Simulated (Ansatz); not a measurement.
Geometry optimisation, RKS PBE-D4/6-31G* in Ansatz.

Input file:

```yaml
crystal:
  periodic: [false, false, false]
  atoms:
    - { symbol: B, position_ang: [0.8833, -0.9776, 0.0986] }
    - { symbol: "N", position_ang: [1.7699, 0.4586, -0.5293] }
    - { symbol: H, position_ang: [1.3394, -1.3548, 1.102] }
    - { symbol: H, position_ang: [0.538, -1.6806, -0.7642] }
    - { symbol: H, position_ang: [0.579, 0.8592, -0.0679] }
    - { symbol: O, position_ang: [-0.3708, 0.1837, 0.4604] }
    - { symbol: Si, position_ang: [-1.9719, 0.28, 0.3322] }
    - { symbol: H, position_ang: [2.5952, 0.727, -0.0198] }
    - { symbol: H, position_ang: [1.9103, 0.4795, -1.5255] }
    - { symbol: H, position_ang: [-2.2548, 1.6532, 0.7583] }
    - { symbol: H, position_ang: [-2.4223, 0.0835, -1.0515] }
    - { symbol: H, position_ang: [-2.5953, -0.7117, 1.2069] }
basis:
  gaussian: { orbitals: "6-31G*" }
hamiltonian:
  xc: pbe
  dispersion: d4
relax:
  f_tol: 0.15
  max_steps: 25
  restrain:
    - { distance: [0, 5], at: 2.8, k: 30.0 }
    - { distance: [4, 1], at: 2.32, k: 30.0 }
    - { distance: [0, 1], at: 1.55, k: 30.0 }
    - { distance: [4, 5], at: 0.97, k: 30.0 }
output:
  orbitals: {}
```

Run as:

```bash
$ ansatz run input.yaml --threads 2 --pin off --max-ram 3072MiB --backend cpu --events-out ev --progress --plain --runs-dir out
```

**Question.** Where does it end, and by what steps?

**Answer.** It converged. The restraints hold the end off the free minimum. After 8 steps the energy has fallen by 0.747 eV (the restraints' own energy left out); H5 moved furthest, 0.67 Å. Parted: B1–O6. Joined: H5–O6.

```csv
step,energy less start (eV),largest force component (eV/Å),accepted
0,0.0000,3.515,yes
1,0.4390,5.302,yes
2,0.2819,3.849,yes
3,0.1087,2.423,yes
4,-0.3392,2.213,yes
5,-0.5977,1.903,yes
6,-0.7008,1.898,yes
7,-0.7301,1.652,yes
8,-0.7466,1.832,yes
```

```xyz
12
Properties=species:S:1:pos:R:3
B 1.472 -1.118 -0.125
N 2.043 0.139 -0.652
H 1.828 -1.486 0.962
H 0.715 -1.727 -0.836
H 0.067 0.806 0.357
O -0.591 0.427 0.971
Si -2.171 0.468 0.396
H 2.777 0.646 -0.163
H 1.905 0.445 -1.613
H -2.796 1.830 0.510
H -2.285 0.052 -1.044
H -2.963 -0.483 1.238
```

The run took 13 s on 2 threads of Arm Neoverse V2, on a shared host, peak memory 0.15 GiB.
